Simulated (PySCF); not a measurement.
Compound: CH6FO3Si3 (doublet state).
Z-matrix (Å and degrees, GFN2-xTB geometry), rows numbered from 1:
```
C 
Si  1  1.8409
F   2  1.6035  1  111.68
O   2  1.6187  1  111.89  3  -118.46
Si  4  1.6280  2  130.87  1  -126.11
O   5  1.6257  4  108.66  2     2.35
Si  6  1.6259  5  131.32  4    -3.84
O   2  1.6191  1  111.85  3   118.24
H   1  1.0737  2  123.47  3   177.49
H   1  1.0731  2  120.76  3    -2.31
H   5  1.4525  4  107.01  2  -113.66
H   5  1.4540  4  106.13  2   116.84
H   7  1.4536  6  106.67  5   117.94
H   7  1.4525  6  107.68  5  -111.82
```

The hyperfine couplings belong to this conformer and change with its torsions.

The species is `[CH2][Si]1(F)O[SiH2]O[SiH2]O1` [radical].

Computed with UKS B3LYP, pcH-1 on C F H O Si, non-relativistic, mean-field spin-orbit, GIAO in PySCF 2.14.0. Geometry: GFN2-xTB, one conformer, isolated molecule. Couplings are sensitive to structure, and on GFN2-xTB geometries they can be far from those on DFT ones. Stability of the SCF solution: not tested.

(1) The isotropic 29Si couplings, averaged over equivalent nuclei, are +55.4, -2.4 MHz. Assign them to Si2; Si5/Si7.

## Answers

(1) 
```json
{"site": "Si2", "a_iso (MHz)": "+55.4", "ρ(0) (bohr⁻³)": "-0.0623", "position": "1 bond from C1", "distance from C1 (Å)": "1.84", "spin population": "0.00", "largest |T| (MHz)": "5.5"}
{"site": "Si5/Si7", "a_iso (MHz)": "-2.4", "ρ(0) (bohr⁻³)": "+0.0028", "position": "3 bonds from C1", "distance from C1 (Å)": "4.27", "spin population": "0.00", "largest |T| (MHz)": "1.2"}
```

ρ(0) is the spin density at the nucleus and T the dipolar tensor; a_iso includes a spin–orbit part; entries for several nuclei are means. The largest Mulliken spin population is on C1 (+1.06). The angles at C1 add up to 360.0°, so it is planar; its axial dipolar tensor and the negative couplings of its protons fit spin in a p orbital normal to that plane.

Class means assume fast exchange of nuclei equivalent by connectivity; if that motion is slow, each nucleus keeps its own coupling.
